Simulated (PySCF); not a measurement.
Here is a job for PySCF.
```python
from pyscf import gto, scf, dft

mol = gto.M(
    atom='''
F     0.00000000    0.00000000    0.00000000
''',
    basis='cc-pvdz',
    spin=1,
    verbose=4,
)

mf = dft.UKS(mol)
mf.xc = 'bhandhlyp'
mf.kernel()
```

**Question.** What does this run give for the number of basis functions, total energy, HOMO energy, <S^2>?

**Answer.** 
| Property | Value |
|---|---|
| number of basis functions | 14 |
| total energy | -99.704760 Ha |
| HOMO energy | -14.20 eV |
| <S^2> | 0.751 |

These values belong to the state on which the SCF converged, which isn't shown to be the lowest.
